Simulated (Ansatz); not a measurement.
Compare A (`F[SiH2]C1CO1`) with its isomer B (`O[SiH2]/C=C/F`).

Calculated with Ansatz (gas phase, PBE0-D4/def2-TZVP geometries, no zero-point term in ΔE). CCSD(T)/CBS is the MP2 limit (def2-TZVPP, def2-QZVPP) plus CCSD(T) − MP2 in def2-TZVPP, frozen cores. Functionals use def2-TZVPP. Each species was taken in one conformer, which may not be the lowest.

A:

Z-matrix (Å, degrees):
```
Si
C 1 1.863
F 1 1.602 2 109.7
H 1 1.482 2 108.4 3 118.7
H 1 1.482 2 111.0 3 -118.7
O 2 1.441 1 111.4 3 -167.5
C 2 1.468 1 120.0 3 -103.2
H 2 1.090 1 120.4 3 55.7
H 7 1.088 2 119.9 1 6.3
H 7 1.087 2 118.5 1 158.0
```

B:

Z-matrix (Å, degrees):
```
Si
C 1 1.850
O 1 1.650 2 110.8
H 1 1.490 2 108.9 3 -122.2
H 1 1.483 2 110.7 3 117.7
C 2 1.322 1 121.0 3 -7.0
H 2 1.088 1 121.2 3 173.2
H 3 0.958 1 117.3 2 -84.3
F 6 1.337 2 122.9 1 180.0
H 6 1.085 2 125.6 1 -0.3
```

Q: Which isomer does CCSD(T)/CBS put lower? Give the gap. (Best estimate.)

A: Ansatz gave: B, by 7.3 kcal/mol.

Q: Give E(B) − E(A) in kcal/mol with ωB97M-V, B2PLYP, r2SCAN-D4, MP2/def2-TZVPP, CCSD(T)/def2-TZVPP, PBE0-D4, PBE-D4. (An estimate is asked.)

A: Ansatz gave: ωB97M-V -7.3, B2PLYP -7.9, r2SCAN-D4 -6.9, MP2/def2-TZVPP -5.4, CCSD(T)/def2-TZVPP -7.2, PBE0-D4 -5.7, PBE-D4 -6.0. None reverses the order clearly.

Largest T1 diagnostic: 0.012.

In def2-TZVPP, CCSD(T) changes the Hartree–Fock value by +3.3 kcal/mol (the triples alone add +0.0 kcal/mol) and MP2 by +5.1 kcal/mol.
